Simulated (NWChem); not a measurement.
**Basis-set dependence for HIn**

```
In
H 1 1.8630
```
Charge 0, spin multiplicity 1.

Program: NWChem. The geometry was optimised at PBE0/def2-SVP with def2 effective core potentials on In, a minimum by its harmonic frequencies.

Hartree-Fock energies in Ha, correlation energies in mHa.

Effective core potentials replace the inner electrons of In; spin-orbit coupling is left out. The correlated methods keep 4 core orbitals frozen. The structure started from a generated list of species. No row is a measurement; the coupled-cluster row has its own basis-set and correlation limits.

```tsv
basis	functions	RHF	MP2	SCS-MP2	CCSD	CCSD+T(CCSD)	CCSD(T)	CR-CCSD[T]	CR-CCSD(T)
def2-SVP	31	-189.77186	-71.3	-75.7	-91.2	-93.7	-93.6	-93.4	-93.3
def2-TZVP	56	-189.77717	-270.2	-248.5	-273.8	-281.6	-280.8	-280.3	-279.6
def2-QZVP	112	-189.77833	-461.8	-414.7	-439.8	-451.4	-450.9	-449.2	-448.8
```

From def2-TZVP to def2-QZVP the Hartree-Fock energy moves by -1.2 mHa and the MP2 correlation energy by -191.6 mHa, which is 41 % of its value in the larger set.
